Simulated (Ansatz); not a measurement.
Reaction (SMILES): O=BF → B atom + F atom + O atom
B3LYP-D3(BJ)/def2-TZVP geometries, fixed; electronic energies without zero-point terms.
Largest species:
```xyz
3

F      0.0000     0.0000    -1.1989
B      0.0000     0.0000     0.0871
O      0.0000     0.0000     1.2943
```
Charge 0, spin multiplicity 1.

Basis-set convergence of the atomisation energy at CCSD(T) with Ansatz (a first-principles code). Cartesian d functions, on some or all atoms, in 6-31G**, 6-31+G*; all else is spherical. Cores are frozen. Open shells are unrestricted. No added dispersion term, no relativity. Functions are those of the species that has most. Reference: Hartree-Fock in aug-cc-pVQZ plus the correlation part extrapolated as X^-3 from aug-cc-pVTZ and aug-cc-pVQZ, 357.02 kcal/mol, itself unsure by roughly 1.64 kcal/mol (a third of the extrapolation step and of the last Hartree-Fock step). Deviations are taken from unrounded values.

```tsv
basis	functions	atomisation energy (kcal/mol)	minus reference (kcal/mol)
3-21G	27	302.42	-54.61
pcseg-0	27	295.98	-61.04
def2-SVP	42	342.21	-14.82
pcseg-1	42	335.24	-21.78
6-31G**	45	337.68	-19.34
6-311G**	54	333.61	-23.41
6-31+G*	57	333.82	-23.20
def2-SVPD	66	341.20	-15.82
aug-pcseg-1	69	338.13	-18.89
6-311++G(3df,3pd)	117	350.65	-6.37
def2-QZVPP	171	352.20	-4.82
pcseg-3	180	354.23	-2.79
aug-cc-pVQZ	240	353.20	-3.82
```
